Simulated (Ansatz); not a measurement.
`C=C1BCC1Cl`. The species carries charge 0 and has multiplicity 1. All single points use the PBE0-D4/def2-TZVP geometry.

```xyz
12

C     1.817    0.674   -0.398
C     0.517    0.448   -0.232
B    -0.746    0.233   -1.109
C    -1.369   -0.640    0.053
C    -0.255   -0.078    0.956
Cl    0.586   -1.204    2.062
H     2.210    0.984   -1.360
H     2.531    0.523    0.408
H    -1.102    0.586   -2.191
H    -2.401   -0.562    0.399
H    -1.167   -1.694   -0.177
H    -0.620    0.733    1.589
```

**Question.** What is the dipole moment at r2SCAN/def2-TZVPP? (An estimate is asked.)

**Answer.** Ansatz gave: 1.57 D, with components (-0.29, 1.04, -1.14) D in this frame, pointing from negative to positive charge.

**Question.** And with PBE, B3LYP, ωB97M-V? (Estimate.)

**Answer.** Ansatz gave: PBE 1.40 D, B3LYP 1.56 D, ωB97M-V 1.56 D.

**Question.** Give the Mulliken charges with r2SCAN, B3LYP, PBE in def2-TZVPP. (Best estimate.)

**Answer.** Computed: 
```
atom  r2SCAN  B3LYP    PBE
  C1   -0.15  -0.20  -0.18
  C2   -0.15  -0.09  -0.06
  B3    0.07   0.02  -0.01
  C4   -0.19  -0.23  -0.20
  C5    0.21   0.10   0.09
 Cl6   -0.19  -0.18  -0.17
  H7    0.10   0.12   0.11
  H8    0.09   0.12   0.10
  H9    0.02   0.05   0.02
 H10    0.07   0.10   0.09
 H11    0.07   0.10   0.10
 H12    0.07   0.11   0.10
```

B3LYP here is the variant with VWN-RPA as its local correlation; programs differ in this.
